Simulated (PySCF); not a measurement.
Q: What does the PBE0-D3(BJ)/def2-SVP structure of methyl 3-chloropropanoate (`O(C(CCCl)=O)C`) look like in three dimensions?

A: 
Z-matrix in Å and degrees, rows numbered from 1:
```
C 
O   1  1.4179
C   2  1.3347  1  115.84
O   3  1.2039  2  123.60  1     0.14
C   3  1.5059  2  111.41  1  -179.82
C   5  1.5117  3  111.55  2  -179.04
Cl  6  1.7854  5  110.73  3  -179.99
H   1  1.0960  2  106.32  3   179.02
H   1  1.1000  2  110.88  3    59.12
H   1  1.1001  2  110.85  3   -61.17
H   5  1.1017  3  108.73  2   -56.23
H   5  1.1019  3  108.63  2    58.28
H   6  1.0976  5  111.30  3    60.19
H   6  1.0975  5  111.33  3   -60.09
```

The C–O distances run from 1.204 Å (C3=O4, drawn double) to 1.418 Å (C1–O2, drawn single), a spread of 0.214 Å. The 7 heavy atoms lie in one plane (0.005 Å rms). Of the pairs four or more bonds apart, O4···H9 is among the closest relative to their van der Waals radii: 2.62 Å, 96 % of the sum of Bondi's values.

Level of theory: PySCF, PBE0-D3(BJ)/def2-SVP geometry optimisation, gas phase.

Point group: Cs (every atom within 0.08 Å of its image). No frequency check. One conformer, not necessarily the lowest (C1–O2–C3–O4 0°, O2–C3–C5–C6 -179°, C3–C5–C6–Cl7 180°).

The run took 34 s on Arm Neoverse V2, one thread (shared host). This is the geometry optimisation.
